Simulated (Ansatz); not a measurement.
`O[Si](F)(O[SiH3])O[SiH3]` and `O[Si](F)(Cl)O[SiH3]` differ in one atom or group.

Ansatz, PBE0-D4/def2-TZVP geometries, multiplicity 1. Each molecule was computed in one conformer, which needn't be the lowest.

```
                                          property  `O[Si](F)(O[SiH3])O[SiH3]`
                LUMO energy (PBE0/def2-TZVPP) / eV                       -0.23
size of the dipole moment (ωB97M-V/def2-TZVPP) / D                        1.19
    size of the dipole moment (PBE/def2-TZVPP) / D                        1.16
              HOMO–LUMO gap (PBE0/def2-TZVPP) / eV                        8.86
           HOMO–LUMO gap (ωB97M-V/def2-TZVPP) / eV                       12.76
             HOMO–LUMO gap (B3LYP/def2-TZVPP) / eV                        8.39
```

(1) What does the change do to each property? (Estimate.)

Results:

(1) Ansatz gave: 
| property | `O[Si](F)(Cl)O[SiH3]` | shift |
| --- | --- | --- |
| LUMO energy (PBE0/def2-TZVPP) / eV | -0.18 | 0.05 |
| size of the dipole moment (ωB97M-V/def2-TZVPP) / D | 2.18 | 0.99 |
| size of the dipole moment (PBE/def2-TZVPP) / D | 2.11 | 0.95 |
| HOMO–LUMO gap (PBE0/def2-TZVPP) / eV | 9.18 | 0.32 |
| HOMO–LUMO gap (ωB97M-V/def2-TZVPP) / eV | 13.12 | 0.36 |
| HOMO–LUMO gap (B3LYP/def2-TZVPP) / eV | 8.70 | 0.31 |

With PBE0 the HOMO falls by 0.28 eV and the LUMO rises by 0.05 eV, so the gap widens by about 0.33 eV. PBE moves the HOMO by -0.25 eV and ωB97M-V by -0.27 eV. Dipoles are sizes alone; their direction can turn.

B3LYP here is the variant with VWN-RPA as its local correlation; programs differ in this.
